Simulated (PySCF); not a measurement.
**How methods differ on the excitation energy of Pd⁺**

Pd⁺ [Kr] 4d9 (2D) → Pd⁺ [Kr] 4d8 5p1 (high-spin determinant), as a difference of total energies. All numbers are calculated (PySCF 2.14, a scalar-relativistic core potential, in aug-cc-pwCVDZ-PP with ECP28MDF). Correlated levels: valence: 4s2 4p6 frozen. The calculations carry no spin-orbit coupling.

| method | excitation energy (eV) |
| --- | --- |
| UHF | 7.161 |
| MP2 (valence) | 8.481 |
| SCS-MP2 (valence) | 8.510 |
| CCSD (valence) | 8.176 |
| CCSD(T) (valence) | 8.224 |

Question: How much does correlation contribute at CCSD(T) (valence)?

Answer: 8.224 − (7.161) = 1.063 eV, measured against UHF.

The determinant of the upper state mixes LS terms, which raises its energy above the lowest term, most at the Hartree-Fock and MP2 levels.
